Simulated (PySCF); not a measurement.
C2H10GeSi, SMILES C[SiH](C)[GeH3]. The structure is a stationary point at PBE-D3(BJ)/def2-SVP. The structure was generated by enumeration, and PubChem lists no compound with its InChIKey, so it may never have been made.

Computed equilibrium geometry at PBE-D3(BJ)/def2-SVP (PySCF confirms it by a frequency run) as a Z-matrix, and its point group:
point group Cs.
```
Si
H 1 1.5101
C 1 1.8956 2 109.25
H 3 1.1085 1 111.21 2 -58.44
H 3 1.1090 4 108.03 1 121.79
H 3 1.1096 4 108.05 5 116.67
C 1 1.8956 2 109.25 3 121.53
H 7 1.1085 1 111.21 2 58.44
H 7 1.1090 8 108.03 1 -121.79
H 7 1.1096 8 108.05 9 -116.67
Ge 1 2.3959 2 107.72 3 -119.24
H 11 1.5547 1 111.96 2 60.38
H 11 1.5547 12 107.46 1 123.34
H 11 1.5565 12 107.15 13 114.88
```
Charge 0, spin multiplicity 1.
